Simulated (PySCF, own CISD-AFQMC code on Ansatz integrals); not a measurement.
Isomers of CH6OSi. Gas-phase values, no solvent. One relaxed conformer stands for each flexible species; it need not be the lowest. Strings in code marks are SMILES.

Quantity: electronic energy of isomers of CH6OSi relative to `C[SiH2]O` (C–Si–O–H torsion 69°), in kcal/mol. AFQMC values (own CISD-AFQMC code on Ansatz integrals) carry a statistical error of up to ±0.33 kcal/mol (one standard error) and the bias of the phaseless constraint.

Level 1: frozen-core phaseless AFQMC with a CISD trial state/cc-pVDZ // B3LYP-D3(BJ)/def2-TZVP (own CISD-AFQMC code on Ansatz integrals)
Level 2: B3LYP-D3(BJ)/def2-TZVP (PySCF)
Level 3: PBE-D3(BJ)/def2-TZVP // B3LYP-D3(BJ)/def2-TZVP (PySCF)
Level 4: HF/STO-3G // B3LYP-D3(BJ)/def2-TZVP (PySCF)

```csv
species,level 2,level 3,level 4
`CO[SiH3]`,21.8,23.1,10.2
`OC[SiH3]` (H–O–C–Si torsion 61°),48.2,45.8,24.9
```

### Question
What does level 1 give for each?

### Answer

- `CO[SiH3]`: 20.1
- `OC[SiH3]` (H–O–C–Si torsion 61°): 40.8
